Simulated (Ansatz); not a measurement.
```yaml
crystal:
  periodic: [true, true, true]
  atoms:
    - {symbol: F, position_ang: [-1.581206, 1.158266, -0.987104]}
    - {symbol: C, position_ang: [-0.241468, 1.113272, -0.675300]}
    - {symbol: C, position_ang: [0.323824, -0.245792, -1.034628]}
    - {symbol: C, position_ang: [-0.023824, -1.048556, 0.210329]}
    - {symbol: C, position_ang: [0.075427, 0.006929, 1.295937]}
    - {symbol: F, position_ang: [-0.831733, -0.144287, 2.274430]}
    - {symbol: F, position_ang: [1.283209, -0.004875, 1.906544]}
    - {symbol: O, position_ang: [-0.092531, 1.241844, 0.703012]}
    - {symbol: H, position_ang: [0.226022, 1.974591, -1.153185]}
    - {symbol: H, position_ang: [1.405171, -0.163921, -1.162310]}
    - {symbol: H, position_ang: [-0.112216, -0.629900, -1.955014]}
    - {symbol: H, position_ang: [0.642023, -1.883640, 0.416263]}
    - {symbol: H, position_ang: [-1.052198, -1.408730, 0.175927]}
basis:
  gaussian: {orbitals: cc-pVDZ}
total_charge: 1
magnetization: {spin_polarized: true, initial_magnetization: 1}
hamiltonian: {xc: {name: PBE0}}
correlation: {method: rpa}
scf: {lower_state_search: full}
```

```sh
$ ansatz run in.yaml --threads 4 --pin off --events-out ev --progress --plain --max-ram 11315MiB
```

It prints (some lines left out):

```
Error: YAML parse error: error: line 2 column 3: crystal: missing field `lattice` (a structure is typed as `lattice` and `atoms`, a molecule's as `atoms` in Å alone, or read from a run's directory, `checkpoint`)
 --> <input>:2:3
1 | crystal:
2 |   periodic: [true, true, true]
3 |   atoms:
4 |     - {symbol: F, position_ang: [-1.581206, 1.158266, -0.987104]}
```

(1) Something in this input is off. What?

Results:

(1) The molecule is marked periodic without a cell. The input was rejected before any iteration.
